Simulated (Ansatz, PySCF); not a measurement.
# Eu(NH2)3 in two programs

Eu(NH2)3 (singlet in the valence; each metal's 4f electrons, 6 of them, lie in its core potential, out of spins and levels), relaxed with PySCF 2.14.0, RKS B3LYP, Eu lcecp-1-SVP with ECP52, N def2-SVP, H def2-SVP; non-relativistic Hamiltonian with scalar-relativistic core potentials where named; density fitting; no spin-orbit coupling:

```xyz
10

Eu   -0.0079   -0.0094    0.0630
N     2.2157    0.0019    0.0033
H     2.8389    0.8111    0.0719
H     2.8390   -0.8022   -0.1088
N    -1.1105    1.9153    0.2309
H    -0.6971    2.8490    0.2985
H    -2.1217    2.0723    0.2346
N    -1.1144   -1.9213   -0.2088
H    -2.1275   -2.0622   -0.2445
H    -0.7146   -2.8545   -0.3401
```

There the HOMO–LUMO gap is 4.29 eV. The 4f levels lie in the core potential and are missing.

The same geometry by Ansatz 0.2.0 (PBE, PAW with the 4f shell of lanthanides and the 5f shell of actinides in the valence, a periodic box with 9 Å of vacuum; gaps over both spins; site moments in spheres, but by Gaussian weights under spin-orbit coupling, so that the two can't be compared; unpaired electrons at the start: 6, along z under spin-orbit coupling; the open shells may stand above their lowest state):

```json
{"spin-orbit coupling": "without", "U on f (eV)": "0", "gap (eV)": "0.07", "spin moment on Eu1 (μB)": "6.09", "orbital moment of its f shell (μB)": "–", "largest force component (eV/Å)": "0.28"}
```

Q: What does the run without spin-orbit coupling and with U = 5 eV give?

A: gap (eV): 0.56, spin moment on Eu1 (μB): 6.02, largest force component (eV/Å): 0.18. It took 110 s on 2 threads of Arm Neoverse V2 (shared host), peak memory 1.4 GiB.

Semilocal functionals tend to give orbital moments well under those of Hund's rules.

Without U the plane-wave gap ends on 4f levels, which the Gaussian run lacks; U moves filled and empty 4f levels apart, though the lowest empty ones can remain 4f.

The spin-orbit runs use fully relativistic datasets of their own, so changes of a few hundredths of an eV needn't come from the coupling.

An lcecp potential fixes the number of 4f electrons, so in runs with it no electron can move into or out of that shell.
